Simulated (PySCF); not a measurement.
Excitation energy of Sn by level of theory

Sn [Kr] 4d10 5s2 5p2 (3P) → Sn [Kr] 4d10 5s1 5p2 6s1 (5P), as a difference of total energies. Calculation: PySCF 2.14, in aug-cc-pwCVTZ-DK3 with one added diffuse shell each of s, p, d, f type (11s10p8d5f1g, 125 functions); the spin-free X2C one-electron Hamiltonian (Gaussian nucleus). Correlated levels: valence: [Kr] 4d10 frozen; valence and next inner shell: [Ar] 3d10 frozen. The calculations carry no spin-orbit coupling.

```json
{"method": "UHF", "excitation energy (cm⁻¹)": "65613"}
{"method": "LDA", "excitation energy (cm⁻¹)": "84091"}
{"method": "PBE", "excitation energy (cm⁻¹)": "81457"}
{"method": "PBE0", "excitation energy (cm⁻¹)": "79371"}
{"method": "r2SCAN", "excitation energy (cm⁻¹)": "79325"}
{"method": "TPSSh", "excitation energy (cm⁻¹)": "80119"}
{"method": "PW91", "excitation energy (cm⁻¹)": "81831"}
{"method": "revPBE", "excitation energy (cm⁻¹)": "80368"}
{"method": "MP2 (valence)", "excitation energy (cm⁻¹)": "72701"}
{"method": "SCS-MP2 (valence)", "excitation energy (cm⁻¹)": "75030"}
{"method": "MP2 (valence and next inner shell)", "excitation energy (cm⁻¹)": "80605"}
{"method": "SCS-MP2 (valence and next inner shell)", "excitation energy (cm⁻¹)": "81437"}
```

The upper state lies above the first ionisation limit, but in LS coupling its spin forbids autoionisation to the ground ion; at this Z spin-orbit coupling breaks that rule. A Rydberg-like electron needs more diffuse functions than a valence basis has.

The promoted electron is Rydberg-like, and one or two diffuse shells describe it only roughly, which tends to raise the upper state.
